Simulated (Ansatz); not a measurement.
Input file for Ansatz (an electronic-structure program): R-SVWN5/def2-TZVPP on NaBe-, 2S+1 = 1, a spin state set in the input, which need not be the lowest, a point of a bond scan (R = 3.322 Å). Charge -1.

Ansatz 0.2 input:
```yaml
crystal:
  periodic: [false, false, false]
  atoms:
    - {symbol: Be, position_ang: [0.00000000, 0.00000000, 0.00000000]}
    - {symbol: Na, position_ang: [0.00000000, 0.00000000, 3.32162900]}
basis:
  gaussian:
    orbitals: def2-TZVPP
    pivot_positions_ang: [[0.00000000, 0.00000000, 0.00000000], [0.00000000, 0.00000000, 3.32162900]]
hamiltonian:
  xc: {name: SVWN5}
total_charge: -1
output: {forces: true, orbitals: {seedname: ./end}}
```

Q: What total energy does the run end on?

A: -175.9196 hartree.
